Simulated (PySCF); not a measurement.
These are PBE-D3(BJ)/def2-TZVP // PBE0-D4/def2-TZVP in PySCF values and carry that method's errors. Gas-phase values, no solvent. One relaxed conformer stands for a flexible species; it need not be the lowest. Excitations are Tamm–Dancoff values on a coarser integration grid. The basis has no diffuse functions, so Rydberg states are missing or too high.

Reference species (SMILES): `[F][Ga]([F])[F]` (neutral, multiplicity 1).

| Quantity | Result |
|---|---|
| T1 excitation (TDA) | 6.11 eV |
| S1 excitation (TDA) | 6.43 eV |
| HOMO–LUMO gap | 6.29 eV |

Changed species: `[NH2][Ga]([NH2])[NH2]` (3 of 3 F replaced by NH2; the reference has 0 of 3 F replaced by NH2).

Predict the effect on the T1 excitation (TDA), S1 excitation (TDA) and HOMO–LUMO gap.

the T1 excitation (TDA) falls by 1.67 eV, to 4.44 eV; the S1 excitation (TDA) falls by 1.66 eV, to 4.77 eV; the HOMO–LUMO gap falls by 1.69 eV, to 4.60 eV.
